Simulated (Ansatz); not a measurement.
CH$_{4}$FNOSi (`N=C(F)O[SiH3]`), relaxed with RKS PBE-D4/def2-SVP in the Gaussian-basis code of Ansatz from a rough embedded geometry. The force threshold is 0.03 eV/Å; the program also tests the step.

Charge 0, multiplicity 1.

Start:

```xyz
9

N    -1.021   -1.505    0.571
C     0.116   -1.414    0.037
F     0.731   -2.561   -0.140
O     0.759   -0.392   -0.364
Si    0.353    1.255   -0.235
H    -1.462   -0.520    0.709
H     0.348    1.625    1.187
H     1.259    2.079   -0.990
H    -1.084    1.433   -0.776
```

Question: By how much does the energy fall, and how many steps does the optimiser take? (An estimate is asked.)

Answer: Ansatz gave: 35.74 kJ/mol, in 7 steps.

Question: Which bonds change most? (Estimate.)

Answer: Ansatz gave: C2–O4 from 1.272 to 1.348 Å; N1–H6 from 1.088 to 1.028 Å; Si5–H8 from 1.439 to 1.492 Å; Si5–H9 from 1.546 to 1.502 Å.

Question: Give the relaxed structure. (An estimate is asked.)

Answer: Ansatz gave: 
```xyz
9

N    -1.030   -1.493    0.655
C     0.080   -1.416    0.049
F     0.763   -2.529   -0.214
O     0.782   -0.369   -0.428
Si    0.306    1.266   -0.245
H    -1.473   -0.576    0.796
H     0.275    1.615    1.215
H     1.351    2.039   -0.978
H    -1.055    1.462   -0.851
```
